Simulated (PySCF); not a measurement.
Compound: C7H8O.
Geometry (GFN2-xTB, Å), atoms numbered from 1 in this order:
```xyz
16
C7H8O angstrom
C     -2.2533    1.4430   -0.6220
C     -0.9604    1.2267   -0.4156
C     -0.4010    0.0469    0.2381
C     -1.3190   -1.0281    0.7525
C      0.8940   -0.0546    0.3789
C      2.1937   -0.1592    0.4633
C      2.9962   -0.7864   -0.5873
O      4.1963   -0.8831   -0.5679
H     -2.5950    2.3382   -1.1124
H     -3.0159    0.7480   -0.3159
H     -0.2288    1.9534   -0.7432
H     -0.7465   -1.8296    1.2115
H     -1.9047   -1.4375   -0.0686
H     -2.0009   -0.6132    1.4928
H      2.7402    0.2212    1.3178
H      2.3975   -1.1768   -1.4333
```

Computed with PBE0/def2-SVPD in PySCF (dipole) on a GFN2-xTB geometry, gas phase.

Take the most abundant isotopes and a rigid rotor. The values belong to one conformer with, in the numbering `[CH2:1]=[CH:2][C:3]([CH3:4])=[C:5]=[CH:6][CH:7]=[O:8]`, C1–C2–C3–C4 -1°, C5–C6–C7–O8 178°.

Q: What are A, B and C (MHz)?

A: Ia = 92.85, Ib = 591.24, Ic = 648.17 u·Å²; 505379 MHz·u·Å²/I gives A = 5443, B = 854.8, C = 779.7 MHz.

Q: Classify the top.

A: A near-prolate asymmetric top: κ = (2 × 854.8 − 5443 − 779.7)/(5443 − 779.7) = -0.97.

Q: Is it planar, by Δ = Ic − Ia − Ib?

A: Not planar: Δ = Ic − Ia − Ib = -35.92 u·Å². For a rigid frame Δ = −2 Σ m c², so Σ m c² = 17.96 u·Å² lies off the ab plane: 6.95 from hydrogen and 11.01 from heavier atoms. The atom farthest from that plane is 1.65 Å away.

Q: Give the other two planar moments, Paa and Pbb, and the rms extents of the mass along the axes.

A: Paa = Σ m a² = (Ib + Ic − Ia)/2 = 573.28 and Pbb = Σ m b² = (Ia + Ic − Ib)/2 = 74.89 u·Å². With the mass M = 108.06 u, the rms extents √(P/M) along a, b and c are 2.30, 0.83, 0.41 Å.

Q: Where do the levels up to J = 2 lie, in cm⁻¹?

A: Above 0(0,0):
J = 1: 1(0,1) 0.0545, 1(1,1) 0.2076, 1(1,0) 0.2101
J = 2: 2(0,2) 0.1635, 2(1,2) 0.3141, 2(1,1) 0.3216, 2(2,1) 0.7808, 2(2,0) 0.7808
The levels of one J sum to (2J + 1)J(J + 1)(A + B + C)/3.

Q: Which lines would a microwave search look for?

A: The dipole components are |μa| = 4.21 D, |μb| = 0.75 D, |μc| = 0.02 D. The squared components, which scale the intensities, stand as 1.00 : 0.03 : 0.00 (a : b : c). Some lines, for components of 0.1 D or more:

| type | branch | J(Ka,Kc) | MHz | lower level (cm⁻¹) |
| --- | --- | --- | --- | --- |
| b | R | 3(0,3) ← 2(1,2) | 386 | 0.314 |
| a | Q | 3(1,2) ← 3(1,3) | 450 | 0.474 |
| a | R | 2(0,2) ← 1(0,1) | 3268 | 0.055 |
| a | R | 2(1,1) ← 1(1,0) | 3344 | 0.210 |
| a | R | 3(2,2) ← 2(2,1) | 4903 | 0.781 |
| b | R | 2(1,2) ← 1(0,1) | 7782 | 0.055 |
| b | Q | 3(2,1) ← 3(1,2) | 13657 | 0.489 |
| b | Q | 2(2,0) ← 2(1,1) | 13766 | 0.322 |
| b | R | 2(2,1) ← 1(1,0) | 17109 | 0.210 |
| b | Q | 3(3,0) ← 3(2,1) | 23125 | 0.944 |
| b | Q | 3(3,1) ← 3(2,2) | 23130 | 0.944 |
| b | R | 3(3,1) ← 2(2,0) | 28032 | 0.781 |

Q: Estimate the classical rotational partition function at 50 K, 298.15 K and 500 K.

A: Point group C1, symmetry number σ = 1; q = (√π/σ)·√((kT/h)³/(ABC)), k/h = 20836.6 MHz/K: 31300 at 50 K, 456000 at 298.15 K, 990000 at 500 K.

GFN2-xTB frequencies: not computed here. Constants of a rigid frame at the computed geometry: no zero-point averaging, no centrifugal distortion. A rigid rotor knows nothing of internal rotation, which can split or shift real lines.
